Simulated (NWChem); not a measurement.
# C₄H₇F; SMILES CC(C)=CF

```xyz
12

C      0.7768    -1.7078     0.0000
C      0.0285    -0.4001     0.0000
C     -1.4763    -0.4493     0.0000
C      0.7004     0.7495     0.0000
F      0.0838     1.9561     0.0000
H      1.8623    -1.5621     0.0000
H      0.5173    -2.3099     0.8815
H      0.5173    -2.3099    -0.8815
H     -1.9099     0.5531     0.0000
H     -1.8497    -0.9882    -0.8815
H     -1.8497    -0.9882     0.8815
H      1.7821     0.8468     0.0000
```
Atoms are numbered in this order, from 1.

Computed with NWChem. Medium grid unless said otherwise, to which SCAN and Minnesota functionals are sensitive. The geometry was optimised at B3LYP/6-31G* (spherical d).

Problem. Order these by “highest occupied level (eV)”, lowest first: CAM-B3LYP/def2-TZVP; B3LYP/def2-TZVP; r2SCAN/def2-TZVP.

Solution. CAM-B3LYP/def2-TZVP (-8.27), B3LYP/def2-TZVP (-6.71), r2SCAN/def2-TZVP (-5.90)
